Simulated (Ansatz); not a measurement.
`O=P(O)(O)CCCCCCCCCCCOc1ccccc1`, relaxed as a singlet with RKS r2SCAN-D4/def2-SVP in Ansatz, starting from the GFN2-xTB geometry. Force threshold 0.03 eV/Å.

Single mean-field runs in def2-SVP are fitted with def2-universal-jkfit.

Start:

Cartesian coordinates in Å:
```
O 1.7792 0.6563 5.7097
P 3.2151 0.9036 5.5264
O 3.5130 2.3138 4.8172
O 3.9816 1.0104 6.9401
C 4.2863 -0.2302 4.5843
C 3.8774 -0.3006 3.1214
C 2.4985 -0.9349 2.9588
C 2.1389 -1.2260 1.5023
C 1.9540 0.0324 0.6562
C 1.4916 -0.3188 -0.7571
C 1.4184 0.8855 -1.6965
C 0.4414 1.9824 -1.2695
C -1.0184 1.5588 -1.0876
C -1.7457 1.1533 -2.3740
C -1.6427 -0.3394 -2.6989
O -2.4069 -0.6969 -3.8326
C -3.7406 -0.9426 -3.7096
C -4.4804 -0.8446 -2.5362
C -5.8296 -1.1596 -2.5427
C -6.4581 -1.5688 -3.7030
C -5.7255 -1.6574 -4.8766
C -4.3821 -1.3482 -4.8822
H 2.7145 2.8419 4.8037
H 3.3481 0.8817 7.6460
H 4.2340 -1.2117 5.0559
H 5.3001 0.1529 4.6939
H 4.6152 -0.8897 2.5695
H 3.8748 0.7101 2.7095
H 1.7469 -0.2812 3.4017
H 2.4810 -1.8747 3.5163
H 1.2085 -1.7988 1.4831
H 2.9171 -1.8515 1.0571
H 2.8962 0.5804 0.5949
H 1.2178 0.6754 1.1417
H 0.5197 -0.8121 -0.7064
H 2.1959 -1.0383 -1.1831
H 1.1570 0.5375 -2.6973
H 2.4134 1.3338 -1.7636
H 0.4801 2.7793 -2.0166
H 0.7875 2.4119 -0.3268
H -1.0821 0.7493 -0.3589
H -1.5454 2.4156 -0.6613
H -2.8060 1.4002 -2.2794
H -1.3562 1.7230 -3.2192
H -1.9361 -0.9427 -1.8310
H -0.6199 -0.6074 -2.9711
H -4.0243 -0.5271 -1.6115
H -6.3922 -1.0828 -1.6235
H -7.5082 -1.8177 -3.6960
H -6.2060 -1.9715 -5.7914
H -3.7969 -1.4142 -5.7859
```

```
step  energy (eV)  largest force component (eV/Å)  SCF passes
   1  -35544.0338                           1.194          19
   2  -35544.2263                           0.556          19
   3  -35544.2550                           0.118          20
   4  -35544.2588                           0.081          21
   5  -35544.2611                           0.120          19
   6  -35544.2624                           0.057          20
   7  -35544.2630                           0.039          20
   8  -35544.2634                           0.030          20
   9  -35544.2640                           0.031          19
  10  -35544.2643                           0.027          20
  11  -35544.2647                           0.034          20
  12  -35544.2650                           0.039          20
  13  -35544.2653                           0.067          20
  14  -35544.2656                           0.076          20
  15  -35544.2658                           0.061          21
  16  -35544.2661                           0.033          21
  17  -35544.2662                           0.015          14
```

Force components are those of the run's own axes.

End:

```xyz
51

O     1.6232    0.8094    5.5117
P     3.0980    1.0196    5.4334
O     3.5136    2.3852    4.6414
O     3.8148    1.1420    6.8913
C     4.1556   -0.1901    4.6208
C     3.8350   -0.3983    3.1377
C     2.4967   -1.0978    2.8933
C     2.1821   -1.3302    1.4157
C     1.9691   -0.0515    0.6061
C     1.5510   -0.3237   -0.8376
C     1.4392    0.9289   -1.7103
C     0.4487    1.9878   -1.2145
C    -1.0049    1.5403   -1.0205
C    -1.7510    1.1043   -2.2902
C    -1.5792   -0.3644   -2.6649
O    -2.3534   -0.7156   -3.8039
C    -3.6842   -0.9476   -3.6699
C    -4.3807   -0.9608   -2.4496
C    -5.7533   -1.2363   -2.4412
C    -6.4442   -1.4959   -3.6257
C    -5.7435   -1.4791   -4.8389
C    -4.3782   -1.2070   -4.8652
H     2.7395    2.9654    4.5732
H     3.1393    1.2954    7.5699
H     4.0585   -1.1292    5.1930
H     5.1892    0.1679    4.7655
H     4.6479   -0.9936    2.6840
H     3.8561    0.5838    2.6349
H     1.6848   -0.5134    3.3622
H     2.5071   -2.0698    3.4199
H     1.2707   -1.9511    1.3398
H     2.9912   -1.9268    0.9512
H     2.8927    0.5572    0.6018
H     1.2036    0.5648    1.1140
H     0.5933   -0.8771   -0.8346
H     2.2835   -1.0116   -1.2985
H     1.1837    0.6337   -2.7438
H     2.4371    1.3995   -1.7825
H     0.4602    2.8363   -1.9227
H     0.8125    2.4000   -0.2563
H    -1.0601    0.7350   -0.2630
H    -1.5516    2.3891   -0.5761
H    -2.8304    1.2907   -2.1591
H    -1.4400    1.7243   -3.1505
H    -1.8258   -1.0229   -1.8101
H    -0.5427   -0.5880   -2.9550
H    -3.8712   -0.7566   -1.5059
H    -6.2852   -1.2429   -1.4848
H    -7.5167   -1.7067   -3.6069
H    -6.2681   -1.6804   -5.7778
H    -3.8135   -1.1921   -5.8010
```

By distances, no bond broke or formed. The bond that changes most is P2–O3, from 1.61 to 1.63 Å (atoms count from 1).

The force fell under the threshold at step 8, but the optimiser went on and released 0.003 eV more. No frequencies were taken in this run, so the end may be a saddle point.

Hardware: 2 threads of AMD EPYC 7R13 on a shared host and a share (18 GiB) of an NVIDIA H100 80GB HBM3. Wall time 89 s.
